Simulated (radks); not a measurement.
Spherical jellium clusters: N electrons in a uniform positive sphere of charge N and radius rs N^(1/3), rs = 3.44 bohr. Method: non-relativistic Kohn-Sham, LDA (Slater exchange, Perdew-Wang correlation), spin-polarised, spherical densities; computed with a radial shooting solver with Libxc functionals. Levels are named by radial order and angular momentum (1s, 1p, 1d, 2s, ...), and open shells are averaged over m.

N = 7, configuration 1s2 1p(up 3, down 2). This is the lowest configuration that the search found. Occupied and some empty levels:

| level | occupation | eigenvalue (eV) | <r> (bohr) |
|---|---|---|---|
| 1s up | 1 | -5.3291 | 4.463 |
| 1s down | 1 | -5.1061 | 4.474 |
| 1p up | 3 | -3.5635 | 5.579 |
| 1p down | 2 | -3.3515 | 5.639 |
| 1d up | 0 | -1.5882 | 6.815 |
| 1d down | 0 | -1.4219 | 6.948 |
| 2s up | 0 | -1.2799 | 7.394 |
| 2s down | 0 | -1.1809 | 7.571 |

Energy (eV): total -11.5703, kinetic 15.104, external -234.37, Hartree 113.54, exchange-correlation -27.412, background 121.57.
